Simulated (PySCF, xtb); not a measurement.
Be(F)(SH) (BeFHS), SMILES [F][Be][SH].

GFN2-xTB in xtb at its own geometry gives an orbital gap of 4.78 eV and a dipole moment of 1.74 D.

Geometry optimised at r2SCAN-D4/def2-TZVP. One conformer was computed; it need not be the lowest.

Task: What does PBE/def2-TZVPD run with PySCF give? (Estimate from the structure and the level; the computed values follow.)

Result: gap 5.33 eV (levels -6.72 and -1.40 eV), dipole 0.85 D.
